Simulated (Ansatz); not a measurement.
`C[NH][GeH]([Cl])[Cl]` + H₂ → `C[NH][GeH2][Cl]` + HCl at 600 K and 1 bar (hydrogenolysis of a Ge–Cl bond).

Gas-phase electronic energies from Ansatz, PBE0-D4/def2-TZVP geometries. CBS: MP2 limit from def2 TZ/QZ plus the TZ coupled-cluster correction, frozen cores. This one scheme is used for every species. For Ge outer-core shells are correlated without core-valence functions, which leaves a few kJ/mol of doubt a bond. Scalar relativity is left out up to krypton. Each species was taken in one conformer, which may not be the lowest.

```
               species  CCSD(T)/CBS energy (Eh)  H − E (kJ/mol)  S (J/(mol·K))
`C[NH][GeH]([Cl])[Cl]`              -3091.52536           235.5          469.9
                    H₂                 -1.17544            43.9          150.8
     `C[NH][GeH2][Cl]`              -2632.29815           245.4          426.6
                   HCl               -460.38127            35.4          207.2
```

H − E and S are ideal-gas, rigid-rotor, harmonic terms from PBE0-D4/def2-TZVP, for one conformer and one mirror image of each species. The MP2-based limit puts H₂ 0.8 mEh under its directly extrapolated value; such offsets cancel only in part. 1 Eh = 2625.50 kJ/mol, R = 8.31446 J/(mol·K).

Q: By hand: ΔE, ΔH, ΔS and ΔG.

A: ΔE = (-2632.29815) + (-460.38127) − (-3091.52536) − (-1.17544) = 0.02138 Eh = 56.1 kJ/mol. Δ(H − E) = 245.4 + 35.4 − 235.5 − 43.9 = 1.4, so ΔH = 57.5 kJ/mol. ΔS = 426.6 + 207.2 − 469.9 − 150.8 = 13.1 J/(mol·K). ΔG = 57.5 − 600 × (13.1)/1000 = 49.6 kJ/mol.

Q: By hand: the equilibrium constant, and the temperature at which ΔG would vanish if ΔH and ΔS stayed fixed.

A: log₁₀ K = −ΔG/(RT ln 10) = -4.3. ΔG = 0 at ΔH/ΔS = 4389 K, far beyond where these terms or the molecules hold.

The number of gas molecules stays the same, so ΔS is small and ΔH decides. A doubt of 5 kJ/mol in ΔE shifts log₁₀ K by 0.4 here. Other conformers and mirror images would add mixing entropy, several J/(mol·K) or more a flexible species. Modes under 60 cm⁻¹, often nearly free rotors, make the harmonic entropy too high. These are equilibria of isolated gas molecules and say nothing of rates. Largest T1 diagnostic: 0.010 (customary marks: 0.02 for closed shells, 0.045 for open ones).
